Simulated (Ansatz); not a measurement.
Reaction (ligand exchange at the Si–C bond): `C[SiH2]B(O)O` + H–F → `OB(O)[SiH2]F` + CH₄

Isolated molecules relaxed with PBE0-D4/def2-TZVP in Ansatz; ΔE leaves out vibrations. CBS: MP2 limit from def2 TZ/QZ plus the TZ coupled-cluster correction, frozen cores. This one scheme is used for every species. DFT in def2-TZVPP. B3LYP here is the variant with VWN-RPA as its local correlation; programs differ in this. Each species was taken in one conformer, which may not be the lowest.

(1) Is it downhill or uphill in electronic energy at CCSD(T)/CBS, and by how much? (Estimate.)

(2) What do these levels give: r2SCAN-D4, PBE0-D4, B3LYP-D4, ωB97X-V, B2PLYP, r2SCAN, B3LYP, MP2/def2-TZVPP, CCSD/def2-TZVPP, CCSD(T)/def2-TZVPP, SCS-MP2/def2-QZVPP, HF/CBS(def2)? (An estimate is asked.)

Largest T1 diagnostic among the species: 0.013.

Results:

(1) The calculation gave: Downhill: ΔE = -135.2 kJ/mol.

(2) Ansatz gave: r2SCAN-D4 -139.4, PBE0-D4 -128.7, B3LYP-D4 -144.5, ωB97X-V -140.5, B2PLYP -147.5, r2SCAN -140.6, B3LYP -151.2, MP2/def2-TZVPP -135.8, CCSD/def2-TZVPP -139.7, CCSD(T)/def2-TZVPP -135.8, SCS-MP2/def2-QZVPP -143.4, HF/CBS(def2) -167.8 kJ/mol.

The D4 term adds +6.7 kJ/mol with B3LYP and +3.8 kJ/mol with PBE0; it sums over pairs of atoms, weighted by their polarisabilities, and B3LYP, whose exchange is more repulsive, gets the larger term. In def2-TZVPP, CCSD(T) changes the Hartree–Fock value by +30.2 kJ/mol (the triples alone add +3.9 kJ/mol) and MP2 by +30.2 kJ/mol.
